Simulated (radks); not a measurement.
Numerical settings for the lanthanum ion La+, [Xe] 5d2. Method: scalar-relativistic Kohn-Sham, SCAN, spin-unpolarised, spherical densities, finite nucleus; meta-GGA in the generalised Kohn-Sham scheme; Fermi nuclear charge, rms radius 4.855 fm; computed with a radial shooting solver on a logarithmic mesh with Libxc functionals. The defaults (mesh step 0.008 in ln r, mesh end at 40 bohr or more with all orbitals vanishing there, Anderson mixing 0.5 over 9 steps, residual threshold near 1e-9 with the energy settled to 1e-9 hartree or 1e-11 of itself, here a cap of 51 iterations) give E = -8494.236 hartree and 5d at -6.920 eV in 14 iterations. Run on one thread of a shared host, so times are rough (Arm Neoverse V2): 0.11 s of CPU time, 0.11 s wall, 14 iterations on 2314 mesh points. Changes against that run (0 stands for a change within the tolerance of the run):

\begin{tabular}{lrrrrr}
setting & iterations & converged & E (mhartree) & e(5d) (meV) & CPU (s) \\ \hline
mesh step in ln r 0.012 & 12 & yes & -6.58 & +0.0792 & 0.07 \\
mesh step in ln r 0.12 & 2 & no & diverged & - & 0.01 \\
mesh step in ln r 0.08 & 4 & no & diverged & - & 0.01 \\
mesh end (bohr) 1 & 13 & level above zero & +3.38e+05 & +9.59e+05 & 0.09 \\
mesh end (bohr) 3 & 14 & level above zero & +2.06e+03 & +2.24e+04 & 0.09 \\
residual threshold 0.1 & 11 & yes & 0 & +0.0254 & 0.1 \\
residual threshold 1e-05 & 11 & yes & 0 & +0.0254 & 0.1 \\
mixing 1 & 14 & yes & 0 & -0.00986 & 0.12 \\
linear mixing, mixing 0.5 & 25 & yes & 0 & -0.00584 & 0.18 \\
linear mixing, mixing 0.8 & 51 & no & 0 & -0.00587 & 0.29 \\
mixing history 2 & 16 & yes & 0 & -0.00366 & 0.13 \\
iteration cap 5 & 5 & no & +0.257 & +31.1 & 0.05 \\
\end{tabular}

Settled on a wrong energy, with an occupied level pushed above zero by the early mesh end: mesh end (bohr) 1 (+338 hartree); mesh end (bohr) 3 (+2.06 hartree). Apart from these: settings that end as converged yet miss the energy by more than 1 mhartree: mesh step in ln r 0.012 (-0.00658 hartree). A mesh that ends early acts as a hard wall.
